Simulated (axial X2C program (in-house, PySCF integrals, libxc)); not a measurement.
Low determinants of SnC⁺ at the PBE0 level, two-component

Calculated with an axial X2C code built on PySCF integrals. Two-component (2c) means X2C with spin–orbit coupling and atomic mean-field two-electron Coulomb and Gaunt terms. Basis: Sn dyall-cv3z [11s12p9d4f1g], C dyall-v3z [7s6p2d1f] (cores contracted in-house); Gaussian nuclei, density fitting, unrestricted open shells. Masses: Sn 119.902 u, C 12.000 u.

Search at 2.116 Å (vertical energies from the lowest determinant):

```json
{"ΔE (eV)": "0.00", "state": "Ω = 3/2", "electrons beyond evenly filled partner blocks": "ω = 3/2", "electrons in ±ω = 1/2, 3/2, 5/2, 7/2": "36 15 4 0"}
{"ΔE (eV)": "0.64", "state": "Ω = 1/2", "electrons beyond evenly filled partner blocks": "2 × ω = -1/2, ω = 3/2", "electrons in ±ω = 1/2, 3/2, 5/2, 7/2": "36 15 4 0"}
{"ΔE (eV)": "1.19", "state": "Ω = 1/2", "electrons beyond evenly filled partner blocks": "ω = 1/2", "electrons in ±ω = 1/2, 3/2, 5/2, 7/2": "37 14 4 0"}
{"ΔE (eV)": "1.28", "state": "Ω = 5/2", "electrons beyond evenly filled partner blocks": "2 × ω = 1/2, ω = 3/2", "electrons in ±ω = 1/2, 3/2, 5/2, 7/2": "36 15 4 0"}
{"ΔE (eV)": "1.40", "state": "Ω = 1/2", "electrons beyond evenly filled partner blocks": "ω = 1/2", "electrons in ±ω = 1/2, 3/2, 5/2, 7/2": "35 16 4 0"}
{"ΔE (eV)": "3.46", "state": "Ω = 5/2", "electrons beyond evenly filled partner blocks": "ω = -1/2, 2 × ω = 3/2", "electrons in ±ω = 1/2, 3/2, 5/2, 7/2": "35 16 4 0"}
{"ΔE (eV)": "3.50", "state": "Ω = 7/2", "electrons beyond evenly filled partner blocks": "ω = 1/2, 2 × ω = 3/2", "electrons in ±ω = 1/2, 3/2, 5/2, 7/2": "35 16 4 0"}
```

Lowest determinant, Ω = 3/2 (⟨Sz⟩ = 1.49, ⟨Lz⟩ = 0.01 at PBE0): Re = 2.108 Å, ωe = 605.4 cm⁻¹.

The determinant in row 2 of the search, Ω = 1/2 (⟨Sz⟩ = 0.50, ⟨Lz⟩ = 0.00 at PBE0), was followed along the bond at PBE0; measured from the minimum of the lowest determinant it gives:

Te = 0.643 eV (5185 cm⁻¹), Re = 2.114 Å, ωe = 589.8 cm⁻¹.

Q: Compare the bond of the determinant in row 2 with that of the lowest one.

A: At PBE0 its Re is 0.006 Å longer and its force constant, which goes as ωe², is 0.95 times that of the lowest determinant. This determinant mixes spin states, so it has no term energy of its own.

The search compares states at one distance, so a state with another bond length can lie lower; it is not exhaustive and yields mostly the lowest determinant of each block pattern, so other components and higher states of one pattern are missing. These are energies of single determinants, not of spin-adapted states; PBE0 term energies can be off by some tenths of an eV, and the functional has no current term.
